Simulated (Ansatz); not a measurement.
Ansatz (a first-principles code) input (PBE0/def2-TZVPD):

Ansatz 0.2 input:
```yaml
crystal:
  periodic: [false, false, false]
  atoms:
    - {symbol: Sn, position_ang: [0.00310420, -0.00192177, 0.34435198]}
    - {symbol: F, position_ang: [0.69626342, 1.27270737, -0.95581460]}
    - {symbol: F, position_ang: [-0.71350896, -1.26203088, -0.95725199]}
basis:
  gaussian:
    orbitals: def2-TZVPD
hamiltonian:
  xc: {name: PBE0}
total_charge: 1
magnetization: {spin_polarized: true, initial_magnetization: 1}
```

End of the output:

```
integrals: 0.05 GiB planned
882 factors; their error is unknown
mean field: 0.60 GiB planned
mean field evaluation 1: about -11232.5772 eV, gradient 8.1e1 eV
mean field evaluation 2: about -11007.1142 eV, gradient 2.3e2 eV
mean field evaluation 4: about -11253.5418 eV, gradient 9.1e0 eV
mean field evaluation 8: about -11253.8334 eV, gradient 1.7e-1 eV
mean field evaluation 16: about -11253.9232 eV, gradient 1.3e-3 eV
mean field -11253.92323935 eV, -413.5740508630 hartree, gradient 1.6e-5 eV, S^2 0.760055; 0 other end points of the search recorded, 0 dependent functions left out
reference -11253.92327352 eV, -413.5740521188 hartree; 20, 19 occupied and 116, 117 virtual orbitals, 882 factors
Total energy: -11253.92327352 eV, -413.5740521188 hartree
```

This state (charge 1, doublet) is run at the relaxed geometry of the species with charge 0 and multiplicity 1.
